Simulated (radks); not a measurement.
The numbers below are computed, except where a source is named.
Problem. Ionisation of the iodine ion I+, [Kr] 4d10 5s2 5p4, to I2+, [Kr] 4d10 5s2 5p3, under several functionals. Dirac Kohn-Sham, spin-unpolarised, spherical densities, point nucleus; open shells fill j = l - 1/2 first; a radial shooting solver on a logarithmic mesh with Libxc functionals. Known Delta-SCF values: HCTH/407 19.527 eV; AM05 19.338 eV; OLYP 19.225 eV. What does Wu-Cohen GGA give, and what is its highest occupied eigenvalue?

Solution. 19.396 eV by Delta-SCF; the 5p3/2 eigenvalue is -14.929 eV. NIST: 19.131 eV (measured).

Beside tabulated values, note that spin-unpolarised runs miss the spin-polarisation part of the exchange energy of open shells.
